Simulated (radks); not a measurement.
Neutral nitrogen inside a hard spherical wall (all orbitals vanish at R), configuration held at [He] 2s2 2p3 and not refilled when levels cross. All-electron calculation, non-relativistic Kohn-Sham, r2SCAN, spin-polarised, spherical densities, point nucleus; open shells are filled with parallel spins first; meta-GGA in the generalised Kohn-Sham scheme. Program: a radial shooting solver on a logarithmic mesh with Libxc functionals. Eigenvalues in eV for spin up, with the zero of energy where the potential of the charges vanishes at infinity; a dash marks a level that is unbound or too diffuse for the functional's potential to be trusted. A positive occupied level is held by the wall or, in an anion where self-interaction has pushed it up, behind a barrier. The pressure on the wall is -dE/dV.

\begin{tabular}{lrrrrrrrr}
R (bohr) & E (hartree) & kinetic (hartree) & e(1s) & e(2s) & e(2p) & e(3s, empty) & e(3p, empty) & pressure (GPa) \\ \hline
free & -54.58403 & 54.434 & -388.62 & -21.355 & -8.896 & - & - & 0 \\
20 & -54.58403 & 54.434 & -388.62 & -21.355 & -8.896 & - & - & < 0.0001 \\
10 & -54.58403 & 54.434 & -388.62 & -21.355 & -8.896 & 0.996 & 2.372 & < 0.0001 \\
7 & -54.58377 & 54.437 & -388.59 & -21.333 & -8.873 & 2.847 & 5.307 & 0.0213 \\
6 & -54.58261 & 54.447 & -388.49 & -21.266 & -8.799 & 4.584 & 7.715 & 0.158 \\
5 & -54.57612 & 54.494 & -388.06 & -21.007 & -8.504 & 8.134 & 12.128 & 1.29 \\
4 & -54.53774 & 54.720 & -386.39 & -20.012 & -7.340 & 16.588 & 21.379 & 12.2 \\
3.5 & -54.46851 & 55.066 & -384.20 & -18.689 & -5.791 & 25.416 & 30.241 & 40.9 \\
3 & -54.28736 & 55.840 & -379.89 & -15.951 & -2.649 & 41.284 & 45.285 & 149 \\
2.5 & -53.79301 & 57.604 & -371.49 & -9.955 & 3.918 & 71.962 & 72.813 & 598 \\
1.5 & -47.63331 & 72.795 & -322.86 & 46.331 & 55.028 & 300.04 & 257.33 & 17600 \\
\end{tabular}
